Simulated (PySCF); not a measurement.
CH₂Cl₃F₃Si₂, SMILES F[Si](F)(F)C[Si](Cl)(Cl)Cl, singlet (GFN2-xTB optimised geometry):

```
11

F     -2.567    -1.913     0.678
Si    -1.871    -1.046     1.805
F     -2.646     0.335     1.787
F     -2.294    -1.733     3.169
C     -0.017    -0.881     1.595
Si     0.546     0.017     0.000
Cl     2.567     0.017     0.000
Cl    -0.124     1.913     0.000
Cl    -0.124    -0.961    -1.625
H      0.430    -1.876     1.613
H      0.392    -0.352     2.457
```

Computed with CAM-B3LYP/def2-TZVP (PySCF).

Q: What are the frontier orbital energies and the dipole moment?

A: HOMO-2 -11.25 eV, HOMO-1 -11.01 eV, HOMO -10.92 eV, LUMO 0.95 eV, LUMO+1 1.33 eV; dipole moment 2.25 D.

Meta-Löwdin charges at CAM-B3LYP/def2-TZVP: F1 -0.49, Si2 1.66, F3 -0.49, F4 -0.49, C5 -0.75, Si6 1.00, Cl7 -0.27, Cl8 -0.25, Cl9 -0.25, H10 0.16, H11 0.16.
